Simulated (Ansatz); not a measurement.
# Worked example: GeCl4 + GaH3 → GeHCl3 + GaH2Cl

Species: GeCl4 (germanium tetrachloride) `[Cl][Ge]([Cl])([Cl])[Cl]`, singlet; GaH3 `[GaH3]`, singlet; GeHCl3 `[Cl][GeH]([Cl])[Cl]`, singlet; GaH2Cl `[Cl][GaH2]`, singlet. The partners trade Cl for H: Ge–Cl and Ga–H bonds give way to Ge–H and Ga–Cl.

Shapes, held fixed at every level: PBE0-D4/def2-TZVP. Programs: Ansatz 0.2.0. The zero-point and thermal change to 298 K, harmonic and unscaled (PBE0-D4/def2-TZVP), is +3.8 kJ/mol.

At CCSD(T)/def2-TZVPP; 1 Eh = 2625.50 kJ/mol:

```
species   energy (Eh)
  GeCl4  -3914.692023
   GaH3  -1925.228007
 GeHCl3  -3455.517659
 GaH2Cl  -2384.429188
```

**Question.** Work out ΔH(298 K) of the reaction at this level.

**Answer.** 
1. Products less reactants: (-3455.517659) + (-2384.429188) − [(-3914.692023) + (-1925.228007)] = -0.026817 Eh = -70.4 kJ/mol.
2. With the thermal change: -70.4 + (+3.8) = -66.6 kJ/mol.

Other levels give -78.5 (HF/def2-TZVPP) to -66.2 kJ/mol (PBE0-D4/def2-TZVPP). No measured value is set beside it here. Relativity is left out for Ga, Ge unless named. Correlated rows may include outer-core shells of Ga, Ge, which these sets cover unevenly.
